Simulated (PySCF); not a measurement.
Species: C5H13B.
Atom-mapped SMILES: `[BH2:1][C:2]([CH3:3])([CH3:4])[CH2:5][CH3:6]` (hydrogens: H7, H8 on B1; H9, H10, H11 on C3; H12, H13, H14 on C4; H15, H16 on C5; H17, H18, H19 on C6)

Computed with TDDFT wB97X-D/def2-SVPD, vertical, gas phase, core orbitals frozen in the response (PySCF 2.14.0, density-fitted response routines). Geometry: PBE0-D3(BJ)/def2-SVP, one conformer, isolated molecule. Torsions of this conformer, `[BH2:1][C:2]([CH3:3])([CH3:4])[CH2:5][CH3:6]`: B1–C2–C5–C6 -56°.

Computed states:

| state | E (eV) | f |
| --- | --- | --- |
| S1 | 5.48 | 0.0053 |
| S2 | 6.04 | 0.0014 |
| S3 | 7.19 | 0.0046 |
| S4 | 7.37 | 0.0028 |
| S5 | 8.19 | 0.040 |
| S6 | 8.25 | 0.035 |
| S7 | 8.52 | 0.0000 |
| S8 | 8.89 | 0.067 |
| S9 | 9.07 | 0.0029 |
| S10 | 9.14 | 0.0080 |

Broadening: Gaussians 0.3 eV wide at half height, area fixed by f = 4.319×10⁻⁹ ∫ε dν̃. The cross-section is σ = 3.8235×10⁻²¹ ε cm², given in Mb (10⁻¹⁸ cm²). The width is an assumption, not a result. The curve ends short of the highest state used, and states not computed would add to its high-energy end.

Task: What does the envelope look like, and where are its maxima?

Result: 
```json
{"λ (nm)": "145.2", "σ (Mb)": "1.84"}
{"λ (nm)": "147.1", "σ (Mb)": "7.03"}
{"λ (nm)": "148.9", "σ (Mb)": "17.73"}
{"λ (nm)": "150.8", "σ (Mb)": "24.79"}
{"λ (nm)": "152.6", "σ (Mb)": "19.29"}
{"λ (nm)": "154.4", "σ (Mb)": "8.96"}
{"λ (nm)": "156.3", "σ (Mb)": "2.36"}
{"λ (nm)": "158.1", "σ (Mb)": "0.42"}
{"λ (nm)": "160.0", "σ (Mb)": "0.05"}
{"λ (nm)": "161.8", "σ (Mb)": "0.08"}
{"λ (nm)": "163.6", "σ (Mb)": "0.28"}
{"λ (nm)": "165.5", "σ (Mb)": "0.72"}
{"λ (nm)": "167.3", "σ (Mb)": "1.26"}
{"λ (nm)": "169.2", "σ (Mb)": "1.76"}
{"λ (nm)": "171.0", "σ (Mb)": "2.00"}
{"λ (nm)": "172.8", "σ (Mb)": "1.86"}
{"λ (nm)": "174.7", "σ (Mb)": "1.32"}
{"λ (nm)": "176.5", "σ (Mb)": "0.72"}
{"λ (nm)": "178.4", "σ (Mb)": "0.28"}
{"λ (nm)": "180.2", "σ (Mb)": "0.09"}
{"λ (nm)": "182.0", "σ (Mb)": "0.02"}
{"λ (nm)": "183.9", "σ (Mb)": "0.00"}
{"λ (nm)": "185.7", "σ (Mb)": "0.00"}
{"λ (nm)": "187.6", "σ (Mb)": "0.00"}
{"λ (nm)": "189.4", "σ (Mb)": "0.00"}
{"λ (nm)": "191.2", "σ (Mb)": "0.00"}
{"λ (nm)": "193.1", "σ (Mb)": "0.01"}
{"λ (nm)": "194.9", "σ (Mb)": "0.02"}
{"λ (nm)": "196.8", "σ (Mb)": "0.06"}
{"λ (nm)": "198.6", "σ (Mb)": "0.13"}
{"λ (nm)": "200.4", "σ (Mb)": "0.25"}
{"λ (nm)": "202.3", "σ (Mb)": "0.38"}
{"λ (nm)": "204.1", "σ (Mb)": "0.47"}
{"λ (nm)": "206.0", "σ (Mb)": "0.48"}
{"λ (nm)": "207.8", "σ (Mb)": "0.42"}
{"λ (nm)": "209.7", "σ (Mb)": "0.30"}
{"λ (nm)": "211.5", "σ (Mb)": "0.21"}
{"λ (nm)": "213.3", "σ (Mb)": "0.16"}
{"λ (nm)": "215.2", "σ (Mb)": "0.21"}
{"λ (nm)": "217.0", "σ (Mb)": "0.36"}
{"λ (nm)": "218.9", "σ (Mb)": "0.65"}
{"λ (nm)": "220.7", "σ (Mb)": "1.02"}
{"λ (nm)": "222.5", "σ (Mb)": "1.41"}
{"λ (nm)": "224.4", "σ (Mb)": "1.71"}
{"λ (nm)": "226.2", "σ (Mb)": "1.82"}
{"λ (nm)": "228.1", "σ (Mb)": "1.71"}
{"λ (nm)": "229.9", "σ (Mb)": "1.44"}
{"λ (nm)": "231.7", "σ (Mb)": "1.09"}
{"λ (nm)": "233.6", "σ (Mb)": "0.72"}
{"λ (nm)": "235.4", "σ (Mb)": "0.45"}
{"λ (nm)": "237.3", "σ (Mb)": "0.24"}
{"λ (nm)": "239.1", "σ (Mb)": "0.12"}
{"λ (nm)": "240.9", "σ (Mb)": "0.06"}
{"λ (nm)": "242.8", "σ (Mb)": "0.02"}
{"λ (nm)": "244.6", "σ (Mb)": "0.01"}
{"λ (nm)": "246.5", "σ (Mb)": "0.00"}
```

Maxima: 226 nm (5.48 eV), ε about 480, made up of S1 (100%); 205 nm (6.04 eV), ε about 130, made up of S2 (100%); 171 nm (7.24 eV), ε about 530, made up of S3 (73%) and S4 (27%); 151 nm (8.22 eV), ε about 6500, made up of S5 (53%) and S6 (47%) (ε in L mol⁻¹ cm⁻¹; maxima over ε = 5, shares over 10%).

Task: What would ε be at 8.22 eV, the highest of these maxima, with half the width (0.15 eV)?

Result: About 11700 L mol⁻¹ cm⁻¹ against 6480, a factor of about 1.8; a lone state at its own centre would give exactly 2.

Task: On this curve, what absorbance would a 10⁻⁵ mol/L sample give at 222 nm over a 1 cm path?

Result: 222 nm is 5.585 eV, where ε is about 340 L mol⁻¹ cm⁻¹, so A = ε c l ≈ 0.0034 (Beer–Lambert, with the gas-phase spectrum and the assumed width).

Task: Coming from long wavelengths, where does ε first pass 100 L mol⁻¹ cm⁻¹?

Result: At about 236 nm (5.26 eV), 0.22 eV below S1.

All these states lie below the vertical ionisation energy of 10.09 eV (ΔSCF).
